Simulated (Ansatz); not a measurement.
`[CH3][AlH][SiH](F)[SiH3]` + H₂O → `[CH3][AlH][SiH](O)F` + SiH₄  (formal hydrolysis of the Si–Si bond)

Isolated molecules relaxed with PBE0-D4/def2-TZVP in Ansatz; ΔE leaves out vibrations. CCSD(T)/CBS is the MP2 limit (def2-TZVPP, def2-QZVPP) plus CCSD(T) − MP2 in def2-TZVPP, frozen cores. This one scheme is used for every species. Functionals use def2-TZVPP. Each species was taken in one conformer, which may not be the lowest.

```csv
level,ΔE (kJ/mol)
BHLYP-D4,-109.6
r2SCAN,-98.8
```

Q: What does CCSD(T)/CBS give? (An estimate is asked.)

A: The calculation gave: -99.9 kJ/mol. The listed levels differ from it by -9.7, 1.1 kJ/mol.

Largest T1 diagnostic among the species: 0.012.

From PBE to PBE0 (25 % exact exchange), in def2-TZVPP and without D4, ΔE moves by −4.7 kJ/mol. Leaving LDA and LC-ωPBE aside and taking each functional with its dispersion term where it has one, the values, not all of them listed here, spread over 30.3 kJ/mol, from CAM-B3LYP-D4 to PBE-D4. LDA lies −4.3 kJ/mol from PBE without D4.

CCSD(T)/CBS has its own doubt, a few kJ/mol and more with outer-core shells, so smaller differences from it don't rank the levels.
